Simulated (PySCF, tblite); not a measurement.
Potential energy curve for HCl (cation, charge +1), doublet.

Levels: GFN2-xTB, 300 K electronic temperature (tblite); UCCSD(T) = CCSD(T) on UHF/6-31G, 5 core orbitals frozen run with PySCF.

Energies relative to the lowest point of each curve near equilibrium, in kJ/mol; the last columns give the difference from UCCSD(T):

```json
[
 {"R / Å": "1.05", "GFN2-xTB": "119.5", "UCCSD(T)": "191.1", "GFN2-xTB − UCCSD(T)": "-71.7"},
 {"R / Å": "1.13", "GFN2-xTB": "48.4", "UCCSD(T)": "87.2", "GFN2-xTB − UCCSD(T)": "-38.8"},
 {"R / Å": "1.19", "GFN2-xTB": "20.3", "UCCSD(T)": "41.5", "GFN2-xTB − UCCSD(T)": "-21.1"},
 {"R / Å": "1.24", "GFN2-xTB": "7.5", "UCCSD(T)": "18.4", "GFN2-xTB − UCCSD(T)": "-11.0"},
 {"R / Å": "1.27", "GFN2-xTB": "3.1", "UCCSD(T)": "9.7", "GFN2-xTB − UCCSD(T)": "-6.6"},
 {"R / Å": "1.32", "GFN2-xTB": "0.0", "UCCSD(T)": "1.6", "GFN2-xTB − UCCSD(T)": "-1.6"},
 {"R / Å": "1.35", "GFN2-xTB": "0.2", "UCCSD(T)": "0.0", "GFN2-xTB − UCCSD(T)": "0.2"},
 {"R / Å": "1.41", "GFN2-xTB": "4.0", "UCCSD(T)": "2.2", "GFN2-xTB − UCCSD(T)": "1.8"},
 {"R / Å": "1.47", "GFN2-xTB": "11.3", "UCCSD(T)": "9.6", "GFN2-xTB − UCCSD(T)": "1.7"},
 {"R / Å": "1.55", "GFN2-xTB": "25.0", "UCCSD(T)": "24.7", "GFN2-xTB − UCCSD(T)": "0.3"},
 {"R / Å": "1.65", "GFN2-xTB": "46.3", "UCCSD(T)": "48.2", "GFN2-xTB − UCCSD(T)": "-1.8"},
 {"R / Å": "1.80", "GFN2-xTB": "83.3", "UCCSD(T)": "86.7", "GFN2-xTB − UCCSD(T)": "-3.4"},
 {"R / Å": "1.98", "GFN2-xTB": "129.8", "UCCSD(T)": "132.2", "GFN2-xTB − UCCSD(T)": "-2.4"},
 {"R / Å": "2.17", "GFN2-xTB": "175.9", "UCCSD(T)": "175.7", "GFN2-xTB − UCCSD(T)": "0.2"},
 {"R / Å": "2.38", "GFN2-xTB": "219.4", "UCCSD(T)": "217.0", "GFN2-xTB − UCCSD(T)": "2.4"},
 {"R / Å": "2.67", "GFN2-xTB": "264.3", "UCCSD(T)": "261.6", "GFN2-xTB − UCCSD(T)": "2.7"},
 {"R / Å": "2.89", "GFN2-xTB": "287.2", "UCCSD(T)": "286.1", "GFN2-xTB − UCCSD(T)": "1.2"},
 {"R / Å": "3.24", "GFN2-xTB": "308.0", "UCCSD(T)": "310.4", "GFN2-xTB − UCCSD(T)": "-2.4"},
 {"R / Å": "3.59", "GFN2-xTB": "—", "UCCSD(T)": "321.3", "GFN2-xTB − UCCSD(T)": "—"},
 {"R / Å": "3.99", "GFN2-xTB": "—", "UCCSD(T)": "325.2", "GFN2-xTB − UCCSD(T)": "—"},
 {"R / Å": "4.61", "GFN2-xTB": "—", "UCCSD(T)": "326.4", "GFN2-xTB − UCCSD(T)": "—"},
 {"R / Å": "5.23", "GFN2-xTB": "—", "UCCSD(T)": "326.5", "GFN2-xTB − UCCSD(T)": "—"}
]
```

GFN2-xTB is furthest from UCCSD(T) at 1.05 (-71.7 kJ/mol, below); its mean absolute difference over the points is 9.5 kJ/mol.

Dashes: no converged value, or the column stops at the first point that the program doubted or that broke a chosen test of continuity, which isn't proof of a fault.

The unrestricted determinant behind UCCSD(T) is spin-contaminated at 1.80 to 5.23 Å (<S²> up to 1.8, against 0.75 for a pure doublet).
